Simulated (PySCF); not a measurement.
C4H10BN, SMILES C=CB(C)NC. Geometry: PBE-D3(BJ)/def2-SVP. This is a generated structure with no PubChem entry under its InChIKey; it may be hypothetical. Other conformers were not sampled.

Question: Give the equilibrium geometry at PBE-D3(BJ)/def2-SVP (PySCF confirms it by a frequency run) as a Z-matrix. (The exact figures need the calculation; the answer reports its results.)

Answer: This is not unique; one that fits is 
```
B
N 1 1.4114
H 2 1.0237 1 116.65
C 2 1.4502 3 113.29 1 -178.81
H 4 1.1060 2 109.83 3 167.99
H 4 1.1116 5 108.03 2 121.64
H 4 1.1135 5 107.68 6 115.59
C 1 1.5764 2 122.00 3 178.18
C 8 1.3511 1 126.63 2 -47.12
H 9 1.1041 8 122.55 1 -174.94
H 9 1.1043 10 115.66 8 -178.26
H 8 1.1086 9 116.25 10 -0.94
C 1 1.5901 2 118.99 3 -2.32
H 13 1.1102 1 114.31 2 0.55
H 13 1.1113 14 107.84 1 -123.85
H 13 1.1121 14 107.62 15 -113.37
```
Charge 0, spin multiplicity 1.
